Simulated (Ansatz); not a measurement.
Species: CHBrCl, charge 0, multiplicity 2. SMILES: Cl[CH]Br
Geometry: optimised at B3LYP-D3(BJ)/def2-TZVP (Ansatz, a quantum-chemistry and plane-wave program).

Wanted: atomisation energy, in kcal/mol. Set-up: 6-31G* and kin with 6d, 5d where marked; non-relativistic; open shells spin-unrestricted; atomisation electronic, to ground-state atoms; no dispersion term unless named; no spin-orbit coupling. Ab initio and DFT rows: single points at B3LYP-D3(BJ) geometries (Ansatz).

```json
[
 {"species": "Cl[CH]Br", "coefficient": "-1", "E at HF/6-31G* (Ansatz), Eh": "-3069.98059", "E at B3LYP/def2-TZVPD (Ansatz), Eh": "-3073.07192"},
 {"species": "Br atom", "coefficient": "+1", "E at HF/6-31G* (Ansatz), Eh": "-2572.08768", "E at B3LYP/def2-TZVPD (Ansatz), Eh": "-2574.14138"},
 {"species": "C atom", "coefficient": "+1", "E at HF/6-31G* (Ansatz), Eh": "-37.68086", "E at B3LYP/def2-TZVPD (Ansatz), Eh": "-37.85953"},
 {"species": "Cl atom", "coefficient": "+1", "E at HF/6-31G* (Ansatz), Eh": "-459.44796", "E at B3LYP/def2-TZVPD (Ansatz), Eh": "-460.16775"},
 {"species": "H atom", "coefficient": "+1", "E at HF/6-31G* (Ansatz), Eh": "-0.49823", "E at B3LYP/def2-TZVPD (Ansatz), Eh": "-0.50215"}
]
```

 1 Eh = 627.5095 kcal/mol.

**Question.** Work the quantity out at each level.

**Answer.** 
- HF/6-31G*: the sum of coefficient times E is 0.26586 Eh, or 166.83 kcal/mol. Result: 166.8 kcal/mol.
- B3LYP/def2-TZVPD: the sum of coefficient times E is 0.40111 Eh, or 251.70 kcal/mol. Result: 251.7 kcal/mol.
